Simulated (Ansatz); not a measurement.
C₄H₈AlF, singlet, at a GFN2-xTB geometry (such geometries of metal compounds can be far from the true shape), with bond 14-11 at 2.4 times its length; CASSCF(2,4)/STO-3G in Ansatz (an electronic-structure program).

The Ansatz input:
Ansatz 0.2 input:
```yaml
crystal:
  periodic: [false, false, false]
  atoms:
    - {symbol: Al, position_ang: [0.05821393, -0.01993853, 0.87893832]}
    - {symbol: C, position_ang: [0.13194111, -1.07998183, -0.83951215]}
    - {symbol: C, position_ang: [-0.50865969, -0.27259568, -1.91394489]}
    - {symbol: C, position_ang: [0.14481269, 0.46818370, -2.79683611]}
    - {symbol: H, position_ang: [-0.38429059, -2.03721463, -0.71313476]}
    - {symbol: H, position_ang: [1.17037358, -1.30686723, -1.10538472]}
    - {symbol: H, position_ang: [-1.59262150, -0.29683619, -1.93635223]}
    - {symbol: H, position_ang: [1.22179698, 0.52101084, -2.80353662]}
    - {symbol: H, position_ang: [-0.36786494, 1.04408510, -3.54792371]}
    - {symbol: F, position_ang: [-0.21806527, 1.60145590, 0.69552195]}
    - {symbol: C, position_ang: [0.26921554, -0.71048400, 2.72981326]}
    - {symbol: H, position_ang: [0.97823043, -0.09308366, 3.28947166]}
    - {symbol: H, position_ang: [0.62762187, -1.74053624, 2.76685201]}
    - {symbol: H, position_ang: [-1.98801549, -0.62578682, 4.06704168]}
basis:
  gaussian:
    orbitals: STO-3G
hamiltonian:
  xc: hf
magnetization: {spin_polarized: false}
correlation: {active_space: {window: {electrons: 2, orbitals: 4}}}
```

It wrote (shortened):

```
Functional definition: HF
546 factors; integrals over basis functions are off by at most 5.7e-5 eV
mean field evaluation 1: about -13354.6329 eV, gradient 3.0e1 eV
mean field evaluation 2: about -13354.7869 eV, gradient 3.0e1 eV
mean field evaluation 4: about -13360.7302 eV, gradient 6.6e0 eV
mean field evaluation 8: about -13360.9694 eV, gradient 9.8e-2 eV
mean field -13360.96463144 eV, -491.0063938183 hartree, gradient 2.1e-6 eV, S^2 0.000000; 0 other end points of the search recorded, 0 dependent functions left out
reference -13360.96463144 eV, -491.0063938183 hartree; 27, 27 occupied and 15, 15 virtual orbitals, 546 factors
state -13365.81314885 eV, -491.1845735468 hartree
Total energy: -13365.81314885 eV, -491.1845735468 hartree
```
